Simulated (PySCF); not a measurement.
All values below come from PBE0-D4/def2-TZVP (PySCF 2.14.0). Gas-phase values, no solvent. One relaxed conformer stands for a flexible species; it need not be the lowest. Excitations are Tamm–Dancoff values on a coarser integration grid. The basis has no diffuse functions, so Rydberg states are missing or too high.

Reference species (SMILES): `[SiH3]Cl` (neutral, multiplicity 1).

- S1 oscillator strength: 0.008
- S1 excitation (TDA): 7.40 eV

Changed species: `B[SiH2]Cl` (X = boryl; the reference has X = H).

Task: Predict the effect on the S1 oscillator strength and S1 excitation (TDA).

Result: the S1 oscillator strength goes up by 0.011, to 0.019; the S1 excitation (TDA) falls by 3.33 eV, to 4.07 eV.
